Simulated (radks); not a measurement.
Values are calculated unless marked as measured or tabulated.
Coulomb parameter of the 4d shell of the rhodium ion Rh3+ in the model configuration [Kr] 4d4 5p2, as a second difference U = [E(n + 0.5) + E(n - 0.5) - 2 E(n)] / (0.5)^2 with all orbitals relaxed. "Bare": the charge of the atom changes with n. "Screened": the 5p shell takes up the change at fixed total charge, which measures U(4d,4d) + U(5p,5p) - 2 U(4d,5p). Level of theory: Dirac Kohn-Sham, PBE, spin-unpolarised, spherical densities, point nucleus; open shells are shared between the two j in proportion to 2j + 1 (a radial shooting solver on a logarithmic mesh with Libxc functionals).

| case | configuration | E - E(n) (eV) |
|---|---|---|
| start | [Kr] 4d4 5p2 | 0.000 |
| bare +0.5 | [Kr] 4d4.5 5p2 | -23.011 |
| bare -0.5 | [Kr] 4d3.5 5p2 | 26.750 |
| screened +0.5 | [Kr] 4d4.5 5p1.5 | -11.067 |
| screened -0.5 | [Kr] 4d3.5 5p2.5 | 11.857 |

U(bare) = 14.956 eV, U(screened by 5p) = 3.159 eV.
